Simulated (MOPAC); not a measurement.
MOPAC input (PM3):

```
PM3 FORCE THERMO(298,298) PRECISE LET CHARGE=1 GEO-OK AUX(PRECISION=9) THREADS=1
CH4BCl2S

C    -2.42909346 1    0.22423363 1    0.55462329 1
S    -1.19897391 1   -0.13065075 1   -0.72400116 1
B     0.49275915 1    0.00051208 1   -0.03621225 1
Cl    0.74627710 1   -0.54293262 1    1.47307851 1
Cl    1.68459914 1    0.47962221 1   -1.02363231 1
H    -2.46656147 1    1.27213845 1    0.87487573 1
H    -3.42468006 1   -0.04984268 1    0.17581978 1
H    -2.22653337 1   -0.39353817 1    1.44082542 1
H    -1.33024681 1    0.86258698 1   -1.55048657 1
```

Output:

```
 *******************************************************************************
 **                                                                           **
 **                              MOPAC v23.2.5                                **
 **                                                                           **
 *******************************************************************************
 ** MOPAC's Digital Object Identifier: https://doi.org/10.5281/zenodo.6511958 **
 **                                                                           **
 ** Please cite the open-source release paper for use of this MOPAC version:  **
 ** J. E. Moussa and J. J. P. Stewart (2026)                                  **
 ** MOPAC: An open-source semiempirical molecular orbital program             **
 ** J. Open Source Softw., 11(119), 8025, https://doi.org/10.21105/joss.08025 **
 *******************************************************************************

                              PM3 CALCULATION RESULTS

 *******************************************************************************
 *  PM3        - The PM3 Hamiltonian to be used
 *  GEO-OK     - OVERRIDE INTERATOMIC DISTANCE AND OTHER SAFETY CHECKS
 *
 *
 *
 *                 CHARGE ON SYSTEM = +1
 *
 *
 *
 *  LET        - OVERRIDE SOME SAFETY CHECKS
 *  PRECISE    - TIGHTER CRITERIA TO BE USED
 *  FORCE      - FORCE CALCULATION SPECIFIED
 *  AUX        - OUTPUT AUXILIARY INFORMATION
 *  THERMO     - THERMODYNAMIC QUANTITIES TO BE CALCULATED
 *******************************************************************************
PM3 FORCE THERMO(298,298) PRECISE LET CHARGE=1 GEO-OK AUX(PRECISION=9) THREADS=1
 CH4BCl2S

   ATOM   CHEMICAL          X               Y               Z
  NUMBER   SYMBOL      (ANGSTROMS)     (ANGSTROMS)     (ANGSTROMS)

     1       C         -2.42909346  *   0.22423363  *   0.55462329  *
     2       S         -1.19897391  *  -0.13065075  *  -0.72400116  *
     3       B          0.49275915  *   0.00051208  *  -0.03621225  *
     4      Cl          0.74627710  *  -0.54293262  *   1.47307851  *
     5      Cl          1.68459914  *   0.47962221  *  -1.02363231  *
     6       H         -2.46656147  *   1.27213845  *   0.87487573  *
     7       H         -3.42468006  *  -0.04984268  *   0.17581978  *
     8       H         -2.22653337  *  -0.39353817  *   1.44082542  *
     9       H         -1.33024681  *   0.86258698  *  -1.55048657  *

          CARTESIAN COORDINATES

    NO.       ATOM           X           Y           Z

     1         C         -2.4291      0.2242      0.5546
     2         S         -1.1990     -0.1307     -0.7240
     3         B          0.4928      0.0005     -0.0362
     4        Cl          0.7463     -0.5429      1.4731
     5        Cl          1.6846      0.4796     -1.0236
     6         H         -2.4666      1.2721      0.8749
     7         H         -3.4247     -0.0498      0.1758
     8         H         -2.2265     -0.3935      1.4408
     9         H         -1.3302      0.8626     -1.5505
[...]
 FORCE CONSTANT      0.4430

 VIBRATION         17   17A          ATOM PAIR     ENERGY CONTRIBUTION    RADIAL
 FREQUENCY          1364.00         C 1 -- H 6         +54.1% ( 63.9%)      0.0%
 TRANSITION DIPOLE   0.2750         C 1 -- H 7         +21.6% ( 40.4%)      8.8%
 TRAVEL (Ang.)       0.3408         C 1 -- H 8         +18.9% ( 37.8%)     13.3%
 REDUCED MASS        0.4256         C 1 -- S 2          +5.3% ( 20.0%)      0.3%
 EFFECTIVE MASS      1.5809
 FORCE CONSTANT      0.4666

 VIBRATION         18   18A          ATOM PAIR     ENERGY CONTRIBUTION    RADIAL
 FREQUENCY          1681.19         S 2 -- H 9         +99.3% ( 99.9%)     99.9%
 TRANSITION DIPOLE   0.7198         S 2 -- B 3          +0.2% (  4.3%)     12.0%
 TRAVEL (Ang.)       0.2028         S 2 -- Cl5          +0.2% (  4.2%)      1.2%
 REDUCED MASS        0.9757         S 2 -- Cl4          +0.2% (  4.2%)     46.8%
 EFFECTIVE MASS      1.3257
 FORCE CONSTANT      1.6248

 VIBRATION         19   19A          ATOM PAIR     ENERGY CONTRIBUTION    RADIAL
 FREQUENCY          3078.35         C 1 -- H 7         +59.7% ( 79.7%)     98.2%
 TRANSITION DIPOLE   0.5930         C 1 -- H 8         +37.5% ( 63.2%)     95.0%
 TRAVEL (Ang.)       0.2039         C 1 -- H 6          +1.8% ( 13.8%)     19.8%
 REDUCED MASS        0.5271         C 1 -- S 2          +1.0% ( 10.2%)      0.0%
 EFFECTIVE MASS      1.5067
 FORCE CONSTANT      2.9427

 VIBRATION         20   20A          ATOM PAIR     ENERGY CONTRIBUTION    RADIAL
 FREQUENCY          3092.90         C 1 -- H 6         +53.4% ( 75.3%)     98.3%
 TRANSITION DIPOLE   0.4947         C 1 -- H 8         +32.3% ( 58.5%)     92.5%
 TRAVEL (Ang.)       0.2230         C 1 -- H 7         +13.4% ( 37.7%)     78.2%
 REDUCED MASS        0.4385         C 1 -- S 2          +1.0% ( 10.1%)      0.0%
 EFFECTIVE MASS      1.5032
 FORCE CONSTANT      2.4712

 VIBRATION         21   21A          ATOM PAIR     ENERGY CONTRIBUTION    RADIAL
 FREQUENCY          3174.51         C 1 -- H 6         +45.8% ( 65.1%)     98.7%
 TRANSITION DIPOLE   0.4643         C 1 -- H 8         +28.9% ( 51.7%)     96.3%
 TRAVEL (Ang.)       0.2475         C 1 -- H 7         +25.2% ( 48.3%)     95.5%
 REDUCED MASS        0.3468         C 1 -- S 2          +0.2% (  3.9%)     95.7%
 EFFECTIVE MASS      1.1219
 FORCE CONSTANT      2.0593

      SYMMETRY NUMBER FOR POINT-GROUP C1  =  1

          SYSTEM IS A GROUND STATE

 CH4BCl2S

          MOLECULE IS NOT LINEAR

          THERE ARE 21 GENUINE VIBRATIONS IN THIS SYSTEM
          THIS THERMODYNAMICS CALCULATION IS LIMITED TO
          MOLECULES WHICH HAVE NO INTERNAL ROTATIONS

                    CALCULATED THERMODYNAMIC PROPERTIES
                                          *
   TEMP. (K)   PARTITION FUNCTION   H.O.F.    ENTHALPY  HEAT CAPACITY ENTROPY
                                   KCAL/MOL   CAL/MOLE    CAL/K/MOL  CAL/K/MOL

 298.00  VIB.     0.1607D+03                  2757.2193    16.9310    19.3467
         ROT.     0.3260D+06                   888.2803     2.9808    28.2076
         INT.     0.5239D+08                  3645.4996    19.9118    47.5543
         TRA.     0.1430D+28                  1480.4672     4.9680    40.4937
         TOT.                       94.966    5125.9668    24.8798    88.0480

   *: NOTE: HEATS OF FORMATION ARE RELATIVE TO THE
            ELEMENTS IN THEIR STANDARD STATE AT 298K
              (=  Standard Enthalpy of Formation).

            Hvib:  Zero-point energy is not included.
                   frequencies of less than zero cm-1 are not included.
            Hrot = (3/2)RT
            Htra = (3/2)RT + pV = (5/2)RT

            Heat capacity is Cp, not Cv

          For more information, see: HTTP://OpenMOPAC.net/Manual/thermochemistry.html

           FORCE CONSTANT IN CARTESIAN COORDINATES (Millidynes/A)

    ATOM   CHEMICAL       X               Y               Z
   NUMBER   SYMBOL  FORCE CONSTANT  FORCE CONSTANT  FORCE CONSTANT

      1       C        4.958679        7.831656        7.906198
      2       S        4.412304        3.023711        2.405449
      3       B        2.744316        2.548518        2.171596
      4      Cl        1.288306        1.939564        1.295674
      5      Cl        2.960727        0.603505        1.017974
      6       H        1.419653        1.103958        4.205074
      7       H        1.101436        4.756694        0.772888
      8       H        1.140387        2.273002        3.228480
      9       H        0.554633        0.507976        1.304550

 **********************
 *                    *
 * JOB ENDED NORMALLY *
 *                    *
 **********************

 == MOPAC DONE ==
```

The dipole moment of an ion depends on the origin.
